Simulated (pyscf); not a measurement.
# [Cl–Ga–SeH]• (SMILES [Cl][Ga][SeH]), doublet

Gas-phase minimum from PySCF at ωB97X-D3(BJ)/def2-SVP, one conformer. Other isomers of [Cl–Ga–SeH]• were not searched in full and may lie lower. 

```xyz
4

Cl     2.1709     2.2934     0.1143
Ga     0.7922     0.9678    -0.9037
Se    -0.5416    -0.3489     0.5007
H     -1.2116    -0.9837    -0.6395
```
Charge 0, spin multiplicity 2.

Bond lengths (Å): Cl1–Ga2 2.167, Ga2–Se3 2.342, Se3–H4 1.467. Angles (°): Cl1–Ga2–Se3 115.1, Ga2–Se3–H4 92.1.

Properties at ωB97X-D3(BJ)/def2-SVP:

| Property | Result |
|---|---|
| Harmonic wavenumbers, unscaled | 92, 230, 276, 418, 635, 2499 cm⁻¹ |
| Zero-point energy | 5.9 kcal/mol |
| Rotational symmetry number | 1 |
| Entropy of this conformer at 298 K and 1 atm, rigid rotor and harmonic oscillator, modes under 100 cm⁻¹ raised to 100 | 329.6 J/(mol K) |
| Dipole moment | 2.37 D |
| Spin expectation value S2 | 0.756 |

Single-point totals, which compare only within one level (frozen core for MP2 and CC):

```csv
level,total energy (hartree)
ωB97X-D3(BJ)/def2-TZVP,-4787.18581
PBE/def2-TZVP,-4786.45277
r²SCAN/def2-TZVP,-4787.24197
B3LYP-D3(BJ)/def2-TZVP,-4787.40028
PBE0-D3(BJ)/def2-TZVP,-4786.60800
M06-2X/def2-TZVP,-4787.29790
ωB97M-D3(BJ)/def2-TZVP,-4787.37674
UHF/def2-TZVPP,-4783.27278
MP2/def2-TZVPP,-4783.92906
CCSD/def2-TZVPP,-4783.94782
CCSD(T)/def2-TZVPP,-4783.97661
```

Soft torsions are taken as harmonic, which can shift the entropy by several J/(mol K). The CCSD(T) − MP2 part came from Ansatz, without density fitting, on the same reference. The frozen core leaves the outer d or s,p core shells of the metals and heavy elements correlated in the MP2 and CC values, and def2-TZVPP describes them poorly, so these totals are far from the basis limit. Elements up to Kr have no core potential and no relativistic terms here.
